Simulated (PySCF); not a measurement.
## MS anions for M along group 14

PBE with double-zeta basis sets in PySCF, for the lowest determinant that a PBE0 search found; no spin–orbit coupling. De refers to high-spin ground-configuration atoms (the charge goes to the atom of lower measured ionisation energy or higher electron affinity, which is not always the lowest computed limit). A positive dipole points towards S; it is taken about the centre of mass and depends on that origin.

```csv
M,basis,charged atom,state (unpaired electrons),Re (Å),ωe (cm⁻¹),De (eV),μ (D)
C,aug-cc-pVDZ/aug-cc-pV(D+d)Z,S−,doublet (π ↑),1.642,983,5.80,2.75
Si,aug-cc-pVDZ-DK,S−,doublet (π ↑),2.071,576,4.76,1.03
Sn,def2-SVPD,S−,doublet (π ↑),2.369,379,3.83,-4.21
Pb,def2-SVPD,S−,doublet (π ↑),2.463,342,3.49,-5.91
```

The shortest bond is that of CS⁻ (1.642 Å), the longest that of PbS⁻ (2.463 Å). CS⁻ is bound most strongly (5.80 eV) and PbS⁻ least (3.49 eV).

The rows differ in basis set, which adds steps of its own.

Down a group the atoms grow and get heavier, so bonds lengthen and wavenumbers fall; this series shows no clear exception.

Spin–orbit coupling is left out, which matters for elements this heavy, above all for dissociation energies. For an ion De counts to the pair picked by the measured ionisation energies or electron affinities, which need not be the lowest pair at this level. The highest Kohn–Sham level is positive in some of these anions. Much of that is self-interaction error, but it also means that the finite basis helps to hold the extra electron. States were picked by a PBE0 search and need not be the measured ground states.
